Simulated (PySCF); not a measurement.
## SiI: frontier orbitals

ωB97X at R = 2.451 Å; Si def2-TZVPP, I def2-TZVPP with ECP28; scalar-relativistic core potentials (PySCF 2.14). State: ²Π (doublet), unpaired electrons π ↑. Only the outer orbitals are listed, counted within each symmetry, core potentials removing the inner ones.

```tsv
spin	orbital	occ.	ε (eV)	on Si (%)	main shells (%)
α	7σ	1	-22.63	12	87 I s
α	8σ	1	-15.86	72	71 Si s, 19 I p
α	4π	1	-10.76	19	80 I p, 18 Si p
α	9σ	1	-10.49	49	51 I p, 28 Si p, 18 Si s
α	4π	1	-10.45	10	90 I p
α	5π	1	-7.40	81	81 Si p, 18 I p
α	5π	0	-1.15	90	90 Si p
α	10σ	0	1.26	73	72 Si p, 26 I p
α	11σ	0	5.01	78	58 Si p, 42 I d, 25 Si s
β	7σ	1	-22.52	11	88 I s
β	8σ	1	-14.92	66	65 Si s, 26 I p
β	4π	1	-10.42	9	91 I p
β	4π	1	-10.21	7	92 I p
β	9σ	1	-10.15	54	46 I p, 28 Si p, 26 Si s
β	5π	0	-0.96	91	91 Si p
β	5π	0	-0.40	93	93 Si p
β	10σ	0	1.45	76	74 Si p, 25 I p
```

**Question.** Which are the highest filled and the lowest empty level, where do they sit, and how wide is the gap?

**Answer.** Highest filled α 5π at -7.40 eV (in %: 81 Si p, 18 I p); lowest empty α 5π at -1.15 eV (in %: 90 Si p); the gap at ωB97X is 6.25 eV. Both belong to one degenerate shell, split only by its one-sided filling, so this is no excitation gap.

```
bond order (Mayer)                              : 1.35
⟨S²⟩                                            : 0.757
charge on Si (Mulliken, basis-dependent)        : 0.10
charge on Si (Löwdin, basis-dependent)          : -0.11
dipole moment (positive dipole means Si(−)I(+)) : -0.74 D
```

Spin–orbit coupling is left out. The state is the lowest determinant that a PBE0 search found; another state may lie lower at other levels.
